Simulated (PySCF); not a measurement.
**Silicon: a sound run and one with changed settings**

Sound run: Si²⁺ [Ne] 3s2, Si³⁺ [Ne] 3s1. Computed with PySCF 2.14 in jorge-DZP-DKH, with the spin-free X2C one-electron Hamiltonian (Gaussian nucleus). In the sound run the correlated levels freeze [Ne]. The sound run starts from symmetry-adapted Hartree-Fock orbitals and uses a fine grid where one is needed.

Changed run: basis STO-3G, all-electron and non-relativistic. This setting is unsound on purpose.

```tsv
species	method	sound run (hartree)	changed run (hartree)	converged
Si²⁺	UHF	-288.58955	-284.79851	yes
Si²⁺	PBE	-288.92764	-285.04327	yes
Si²⁺	TPSS	-289.08679	-285.21244	yes
Si²⁺	MP2	-288.61828	-284.82189	yes
Si²⁺	CCSD(T)	-288.63274	-284.83875	yes
Si³⁺	UHF	-287.41288	-283.61636	yes
Si³⁺	PBE	-287.69727	-283.81047	yes
Si³⁺	TPSS	-287.86369	-283.98516	yes
```

Ionisation energy of Si²⁺:

```json
{"method": "UHF", "sound run (eV)": "32.019", "changed run (eV)": "32.168"}
{"method": "PBE", "sound run (eV)": "33.480", "changed run (eV)": "33.546"}
{"method": "TPSS", "sound run (eV)": "33.282", "changed run (eV)": "33.396"}
{"method": "MP2", "sound run (eV)": "32.801", "changed run (eV)": "32.804"}
{"method": "SCS-MP2", "sound run (eV)": "32.957", "changed run (eV)": "32.931"}
{"method": "CCSD", "sound run (eV)": "33.194", "changed run (eV)": "33.263"}
{"method": "CCSD(T)", "sound run (eV)": "33.194", "changed run (eV)": "33.263"}
{"method": "CCSDT", "sound run (eV)": "33.194", "changed run (eV)": "33.263"}
{"method": "FCI", "sound run (eV)": "33.194", "changed run (eV)": "33.263"}
```

A minimal basis cannot let orbitals breathe on ionisation and holds almost no correlation. The Hamiltonian changed with the basis, so the totals do not compare.

For comparison, NIST gives 33.493 eV between the lowest levels.
